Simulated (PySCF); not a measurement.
**Excitation energy of Ba⁺ by level of theory**

Ba⁺ [Xe] 6s1 (2S) → Ba⁺ [Xe] 6p1 (2P), as a difference of total energies. Computed with PySCF 2.14 in x2c-TZVPPall, with the spin-free X2C one-electron Hamiltonian (Gaussian nucleus). Correlated levels: valence and next inner shell: [Kr] 4d10 frozen. The calculations carry no spin-orbit coupling.

| method | excitation energy (cm⁻¹) |
| --- | --- |
| UHF | 19258 |
| LDA | 20748 |
| PBE | 19227 |
| PBE0 | 19308 |
| r2SCAN | 18520 |
| BP86 | 19434 |
| B97-3 | 18980 |
| M06-L | 17432 |
| MP2 (valence and next inner shell) | 21204 |
| SCS-MP2 (valence and next inner shell) | 20798 |

Errors of the correlated levels include the incompleteness of this basis and the frozen core.

The basis was made for the ground configuration and has no added diffuse functions, so the excitation energy can come out too high.

Problem. Which method comes closest to the reference value, and which is furthest?

Solution. The reference is 21389 cm⁻¹ (measured; NIST levels, between the centres of gravity of the two terms). Closest: MP2 (valence and next inner shell) (error -185.16 cm⁻¹); furthest: M06-L (error -3957.1 cm⁻¹).
